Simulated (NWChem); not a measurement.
Isomers of C2H5FSi2, each optimised at PBE0/def2-SVP with NWChem, gas phase unless a solvent is named. Flexible species stand in one conformer each, which need not be the lowest.  Relative energies count from the lowest isomer at each level and are electronic, without zero-point energy, on those geometries.

A: F[Si@@H]1[SiH2]C=C1
B: [SiH2]([SiH2]C#C)F
C: FC1=C[SiH2][SiH2]1
D: C#C[Si@@H](F)[SiH3]

Q: Rank them by relative energy, PBE/def2-TZVP (kcal/mol), lowest first.

A: A (0.0), D (19.9), B (22.0), C (40.7)
